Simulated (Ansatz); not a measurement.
One change: `[OH][Sn][Br]` becomes `[OH][Ge][Br]`.

Ansatz, PBE0-D4/def2-TZVP geometries, multiplicity 1. Each molecule was computed in one conformer, which needn't be the lowest.

Elements past krypton have def2 core potentials. Scalar relativity is left out up to krypton.

```tsv
property	`[OH][Sn][Br]`
LUMO energy (PBE/def2-TZVPP) / eV	-3.23
HOMO energy (ωB97M-V/def2-TZVPP) / eV	-9.54
zero-point energy (PBE0-D4/def2-TZVP) / kJ/mol	35.7
LUMO energy (B3LYP/def2-TZVPP) / eV	-2.82
HOMO–LUMO gap (B3LYP/def2-TZVPP) / eV	4.49
HOMO energy (B3LYP/def2-TZVPP) / eV	-7.30
```

**Question.** Give the same properties after the change, and the shifts. (An estimate is asked.)

**Answer.** The calculation gave: 
| property | `[OH][Ge][Br]` | shift |
| --- | --- | --- |
| LUMO energy (PBE/def2-TZVPP) / eV | -3.19 | 0.04 |
| HOMO energy (ωB97M-V/def2-TZVPP) / eV | -9.99 | -0.45 |
| zero-point energy (PBE0-D4/def2-TZVP) / kJ/mol | 37.8 | 2.1 |
| LUMO energy (B3LYP/def2-TZVPP) / eV | -2.68 | 0.14 |
| HOMO–LUMO gap (B3LYP/def2-TZVPP) / eV | 5.02 | 0.53 |
| HOMO energy (B3LYP/def2-TZVPP) / eV | -7.70 | -0.40 |

With PBE0 the HOMO falls by 0.42 eV and the LUMO rises by 0.12 eV, so the gap widens by about 0.54 eV. PBE moves the HOMO by -0.40 eV and ωB97M-V by -0.45 eV.

B3LYP here is the variant with VWN-RPA as its local correlation; programs differ in this.

Spin–orbit coupling is left out; it splits and shifts lone-pair levels of the heavy atoms by tenths of an eV.
